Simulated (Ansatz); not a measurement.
`F[CH]([SiH3])[GeH3]` → `[CH]F` + `[SiH3][GeH3]`  (formal loss of a carbene)

Isolated molecules relaxed with PBE0-D4/def2-TZVP in Ansatz; ΔE leaves out vibrations. CBS: MP2 limit from def2 TZ/QZ plus the TZ coupled-cluster correction, frozen cores. This one scheme is used for every species. DFT in def2-TZVPP. For Ge outer-core shells are correlated without core-valence functions, which leaves a few kJ/mol of doubt a bond. Scalar relativity is left out up to krypton.

```tsv
level	ΔE (eV)
PBE	3.51
PBE0	3.58
MP2/def2-TZVPP	3.74
HF/def2-QZVPP	2.96
```

(1) What does CCSD(T)/CBS give? (Estimate.)

Largest T1 diagnostic among the species: 0.018.

Answers

(1) Ansatz gave: +3.51 eV. The listed levels differ from it by 0.00, 0.07, 0.23, -0.55 eV.

In def2-TZVPP, CCSD(T) changes the Hartree–Fock value by +0.46 eV (the triples alone add +0.04 eV) and MP2 by +0.78 eV. From PBE to PBE0 (25 % exact exchange), in def2-TZVPP and without D4, ΔE moves by +0.07 eV. The D4 term adds +0.13 eV with B3LYP and +0.07 eV with PBE0; it sums over pairs of atoms, weighted by their polarisabilities, and B3LYP, whose exchange is more repulsive, gets the larger term.

B3LYP here is the variant with VWN-RPA as its local correlation; programs differ in this.
